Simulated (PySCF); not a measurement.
Level of theory: PBE-D3(BJ)/def2-TZVP // PBE0-D3(BJ)/def2-TZVP run with PySCF. Gas-phase values, no solvent. Delta-SCF ions had no search for a lower state. 

Reference species (SMILES): `[BeH2]` (neutral, multiplicity 1).

```yaml
LUMO: -1.57 eV
HOMO: -7.46 eV
vertical ionisation energy (Delta-SCF): 11.59 eV
```

Changed species: `[SbH3]`.

Problem. Predict the effect on the LUMO, HOMO and vertical ionisation energy (Delta-SCF).

Solution. the LUMO rises by 0.69 eV, to -0.88 eV; the HOMO rises by 0.95 eV, to -6.51 eV; the vertical ionisation energy (Delta-SCF) falls by 1.74 eV, to 9.85 eV.
